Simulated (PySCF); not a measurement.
**Two-component Hartree-Fock for P²⁺ (phosphorus, charge +2)**

Start: [Ne] 3s1 3p1 4s1; 3s1/2 filled at m_j = +1/2; 3p3/2 filled at m_j = +3/2; 4s1/2 filled at m_j = +1/2. Calculated with PySCF 2.14 in x2c-TZVPall-2c with one added diffuse shell each of s, p type (6s7p2d1f, 44 functions): generalised Hartree-Fock with the X2C-1e Hamiltonian and a Gaussian nucleus; one run each with spin-orbit coupling (SO) switched off, then screened by Boettger's factors. This is a chosen level, not necessarily the ground level.

```tsv
spinor shell	electrons	ε, spin-free (eV)	ε, screened SO (eV)	weight of nominal j (screened SO)	rms radius, screened SO (bohr)
1s1/2	2	-2215.1	-2215.1	1.000	0.120
2s1/2	2	-237.14	-237.15	1.000	0.559
2p3/2	4	-178.85	-178.54	0.933	0.538
2p1/2	2	-178.85	-179.49	0.866	0.537
3s1/2	1	-46.827	-46.830	0.999	1.79
3p3/2	1	-35.631	-35.602	1.000	2.01
4s1/2	1	-15.390	-15.391	0.998	4.42
```

```
   quantity   spin-free  screened SO
E (hartree)  -339.67221   -339.67155
        M_J         5/2          5/2
       ⟨J²⟩       8.768        8.768
       ⟨L²⟩       2.018        2.018
       ⟨S²⟩       3.750        3.750
```

Each row is a mean over spinors that exchange with the open shell spreads, by up to 1.919 eV (2p3/2).

Rows whose weight is well below 1 are mixtures of j = l ± 1/2: exchange outweighs spin-orbit coupling there, and the label is only the starting occupation.

Without spin-orbit coupling the j labels of p, d and f shells carry no meaning; the spin-free column gives the mean over the occupied spinors of each nl shell.
